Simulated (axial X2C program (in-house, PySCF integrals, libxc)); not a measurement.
**NaCd⁺: a run with one poor setting**

Computed with an in-house relativistic program for diatomic molecules. Spin-free means the one-electron spin-free X2C Hamiltonian. Basis: Cd dyall-v3z [12s12p8d3f2g], Na dyall-v3z [9s8p4d2f] (cores contracted in-house); Gaussian nuclei, density fitting, unrestricted open shells. Masses: Cd 113.903 u, Na 22.990 u.

One setting of this run was spoiled on purpose, so its numbers are not properties of NaCd⁺. Level: TPSS, scalar-relativistic; state M_S = 0, Λ = 0 (closed shell).

```json
{"R (Å)": "2.790", "E − E(lowest point) (eV)": "0.1595", "SCF iterations": "11"}
{"R (Å)": "2.918", "E − E(lowest point) (eV)": "0.0790", "SCF iterations": "11"}
{"R (Å)": "3.015", "E − E(lowest point) (eV)": "0.0364", "SCF iterations": "11"}
{"R (Å)": "3.111", "E − E(lowest point) (eV)": "0.0103", "SCF iterations": "10"}
{"R (Å)": "3.207", "E − E(lowest point) (eV)": "0.0000", "SCF iterations": "9"}
{"R (Å)": "3.319", "E − E(lowest point) (eV)": "0.0037", "SCF iterations": "10"}
{"R (Å)": "3.432", "E − E(lowest point) (eV)": "0.0191", "SCF iterations": "9"}
{"R (Å)": "3.576", "E − E(lowest point) (eV)": "0.0484", "SCF iterations": "9"}
{"R (Å)": "3.752", "E − E(lowest point) (eV)": "0.0891", "SCF iterations": "9"}
{"R (Å)": "4.009", "E − E(lowest point) (eV)": "0.1434", "SCF iterations": "10"}
```

Fit: Re 3.234 Å, ωe 134.3 cm⁻¹, residual 1.6 microhartree, De 0.42 eV.

Output at the reference distance:

```
spin-free X2C-1e  TPSS
basis functions 194  fitting functions 974  grid points 304
iter        total energy     max residual
   1      -5756.118476985     1.74e-01
   2      -5756.120226759     8.00e-03
   3      -5756.120451318     4.30e-02
   4      -5756.120760577     3.38e-03
   5      -5756.120768107     3.06e-03
   6      -5756.120769119     4.42e-04
   7      -5756.120769163     7.43e-05
   8      -5756.120769167     5.41e-05
   9      -5756.120769168     4.40e-06
converged
one-electron -8098.67783414  Coulomb 2425.47064209  exact exchange 0.00000000  xc functional -170.03723391  nuclear repulsion 87.12365680
```

Task: Which setting was spoiled?
A. density fitting set too sparse
B. virtual space cut too low
C. an excited determinant was followed
D. too few iterations allowed
E. integration grid too coarse

Result: E. Integration grid too coarse: 30 radial and 6 angular points an atom against the usual 100 and 30 (atoms up to Ar take three quarters of the radial points).
